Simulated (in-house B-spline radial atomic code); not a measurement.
Successive ionisation energies of terbium; each step leads to the configuration of the next row (after the last: bare). NIST's values go from ground level to ground level; the uncertainty of those that are theory runs from under 0.1 % in few-electron ions to several per cent in heavy many-electron ones. Computed with a radial B-spline atomic code at the basis-set limit: non-relativistic Hartree-Fock, average of the configuration, point nuclei.

This level leaves out relativity, spin-orbit splitting included, which matters for heavy ions.

```
  ion  configuration  ionisation energy (eV)  tabulated value (eV)    tabulated kind  computed minus tabulated (eV)  highest orbital  largest mean radius (bohr)
Tb51+   [Ne] 3s2 3p2                  4516.4                  4760  tabulated theory                           -244               3p                     0.23157
Tb52+   [Ne] 3s2 3p1                       ?                     ?  tabulated theory                              ?                ?                           ?
Tb53+       [Ne] 3s2                  4824.5                  5103  tabulated theory                           -278               3s                     0.22964
Tb54+       [Ne] 3s1                       ?                     ?  tabulated theory                              ?                ?                           ?
Tb55+   [He] 2s2 2p6                       ?                     ?  tabulated theory                              ?                ?                           ?
Tb56+   [He] 2s2 2p5                 11879.5                 11957  tabulated theory                            -78               2p                    0.096768
Tb57+   [He] 2s2 2p4                 12166.8                 12272  tabulated theory                           -105               2p                     0.09631
Tb58+   [He] 2s2 2p3                 12456.8                 12563  tabulated theory                           -106               2p                    0.095856
Tb59+   [He] 2s2 2p2                 12749.7                 13658  tabulated theory                           -908               2p                    0.095406
Tb60+   [He] 2s2 2p1                 13045.3                 14003  tabulated theory                           -958               2p                     0.09496
Tb61+       [He] 2s2                 13413.7                 14434  tabulated theory                          -1020               2s                    0.094518
Tb62+       [He] 2s1                 13674.0              14721.02  tabulated theory                          -1047               2s                    0.094109
Tb63+            1s2                 56381.6              59741.12  tabulated theory                          -3360               1s                    0.023211
Tb64+            1s1                 57484.1               61050.1  tabulated theory                          -3566               1s                    0.023077
```

Q: Fill in the row of Tb52+.

A: ionisation energy (eV): 4623.1; tabulated value (eV): 4877; computed minus tabulated (eV): -254; highest orbital: 3p; largest mean radius (bohr): 0.2306.

Q: Fill in the row of Tb54+.

A: ionisation energy (eV): 4930.9; tabulated value (eV): 5217; computed minus tabulated (eV): -286; highest orbital: 3s; largest mean radius (bohr): 0.22856.

Q: Fill in the row of Tb55+.

A: ionisation energy (eV): 11595.0; tabulated value (eV): 11673; computed minus tabulated (eV): -78; highest orbital: 2p; largest mean radius (bohr): 0.09723.

Q: Where is the largest jump?

A: From Tb62+ to Tb63+, by a factor of 4.12 (13674 to 56382 eV); the highest orbital goes from 2s to 1s.
